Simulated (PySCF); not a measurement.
Compound: C₆H₅FNO₂ (charge -1).
SMILES with atom numbers: `[N:1]#[C:2][C@@H:3]1[CH2:4][C@@:5]1([CH2:6][F:7])[C:8](=[O:9])[O-:10]` (hydrogens: H11 on C3; H12, H13 on C4; H14, H15 on C6)

Geometry (GFN2-xTB, Å), atoms numbered from 1 in this order:
```xyz
15
C6H5FNO2 angstrom
N      2.416    1.263    1.717
C      1.777    0.480    1.169
C      0.992   -0.495    0.527
C      0.835   -0.478   -0.977
C     -0.333   -0.127   -0.120
C     -0.855    1.279   -0.077
F     -0.083    2.188   -0.789
C     -1.475   -1.244    0.009
O     -1.052   -2.375    0.246
O     -2.621   -0.824   -0.157
H      0.998   -1.474    0.999
H      1.334    0.308   -1.529
H      0.827   -1.443   -1.464
H     -0.907    1.661    0.949
H     -1.855    1.289   -0.525
```

The geometry is computed with GFN2-xTB (gas phase).

Masses are those of the commonest isotopes; rigid-rotor values at the optimised geometry. The values belong to one conformer with, in the numbering `[N:1]#[C:2][C@@H:3]1[CH2:4][C@@:5]1([CH2:6][F:7])[C:8](=[O:9])[O-:10]`, C4–C5–C6–F7 -6°, C4–C5–C8–O9 47°.

(1) What are A, B and C (GHz)?

(2) Classify the top.

(3) What does the inertial defect say?

(4) Where do the levels up to J = 3 lie, in K?

Answers

(1) Ia = 249.88, Ib = 475.32, Ic = 616.74 u·Å²; 505379 MHz·u·Å²/I gives 2022, 1063 and 819.4 MHz, that is A = 2.0225, B = 1.0632, C = 0.8194 GHz.

(2) An asymmetric top: κ = (2 × 1063 − 2022 − 819.4)/(2022 − 819.4) = -0.59.

(3) Not planar: Δ = Ic − Ia − Ib = -108.46 u·Å². For a rigid frame Δ = −2 Σ m c², so Σ m c² = 54.23 u·Å² lies off the ab plane: 10.44 from hydrogen and 43.79 from heavier atoms. The atom farthest from that plane is 2.08 Å away.

(4) Above 0(0,0), as E/k:
J = 1: 1(0,1) 0.090, 1(1,1) 0.136, 1(1,0) 0.148
J = 2: 2(0,2) 0.269, 2(1,2) 0.305, 2(1,1) 0.341, 2(2,1) 0.479, 2(2,0) 0.481
J = 3: 3(0,3) 0.533, 3(1,3) 0.558, 3(1,2) 0.628, 3(2,2) 0.750, 3(2,1) 0.759, 3(3,1) 1.010, 3(3,0) 1.010
The levels of one J sum to (2J + 1)J(J + 1)(A + B + C)/3.

Stationary, but not proved a minimum. Constants of a rigid frame at the computed geometry: no zero-point averaging, no centrifugal distortion.
